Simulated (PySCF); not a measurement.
PySCF job for C₄H₇O, SMILES C(=O)([CH2])CC, multiplicity 2, PBE0/pcH-1. Geometry optimised at PBE0-D3(BJ)/def2-SVP. The isomer is the one that the SMILES or the coordinates give; other isomers of the formula were not compared. The values are those of a single conformer.

```python
import numpy as np
from pyscf import gto, scf, dft
from pyscf.prop.hfc import uks as hfc

mol = gto.M(
    atom='''
    C     0.54788280    1.87254581   -0.00000000
    C    -0.10941832    0.58755607    0.00000000
    O    -1.33380691    0.51330643   -0.00000000
    C     0.76227216   -0.65546298   -0.00000000
    C    -0.03580502   -1.94277897   -0.00000000
    H     1.63664829    1.96890191   -0.00000000
    H    -0.07274000    2.77135461    0.00000000
    H     1.43334415   -0.59924506    0.87606677
    H     1.43334414   -0.59924506   -0.87606677
    H     0.62747569   -2.81973439   -0.00000000
    H    -0.68860335   -1.99982153   -0.88291703
    H    -0.68860333   -1.99982154    0.88291704
    ''',
    basis='pcH-1',
    charge=0,
    spin=1,
    max_memory=1600,
    verbose=3,
)
mf = dft.UKS(mol, xc='pbe0').density_fit(auxbasis='def2-universal-jkfit')
mf.grids.level = 3
mf.conv_tol = 1e-10
mf.max_cycle = 100
mf.kernel()
fine, coarse = mf.grids, dft.Grids(mol).set(level=1).build(with_non0tab=True)
for _ in range(3):  # follow internal instabilities
    mf.grids = coarse
    mo, _, stable, _ = mf.stability(return_status=True, nroots=4)
    mf.grids = fine
    if stable:
        break
    mf.kernel(mf.make_rdm1(mo, mf.mo_occ))
A = hfc.HFC(mf).make_fcdip(mf.make_rdm1())  # Fermi contact and dipolar terms, MHz
print('atom   A(iso)/MHz   principal dipolar parts/MHz')
for i, a in enumerate(A):
    w = np.linalg.eigvalsh((a + a.T) / 2)
    print(f'{mol.atom_symbol(i):2s}{i + 1:3d} {w.mean():12.2f}', (w - w.mean()).round(2))
```

Program output:

```

WARN: HOMO -0.243221355690217 >= LUMO -0.24322135569021

converged SCF energy = -231.548930909748  <S^2> = 0.76699414  2S+1 = 2.0169225
<class 'pyscf.df.df_jk.DFUKS'> wavefunction is stable in the internal stability analysis
atom   A(iso)/MHz   principal dipolar parts/MHz
C   1        77.19 [-69.09 -68.31 137.4 ]
C   2       -46.70 [-17.67   6.11  11.56]
O   3       -17.95 [-86.81  42.88  43.93]
C   4        -0.95 [-1.15  0.56  0.58]
C   5        -0.94 [-0.4  -0.08  0.48]
H   6       -61.37 [-32.82  -1.78  34.6 ]
H   7       -61.39 [-30.96  -2.3   33.26]
H   8         0.48 [-3.   -1.84  4.85]
H   9         0.48 [-3.   -1.84  4.85]
H  10         0.06 [-0.77 -0.67  1.44]
H  11         2.57 [-1.44 -1.1   2.54]
H  12         2.57 [-1.44 -1.1   2.54]
```

Self-consistency was reached.
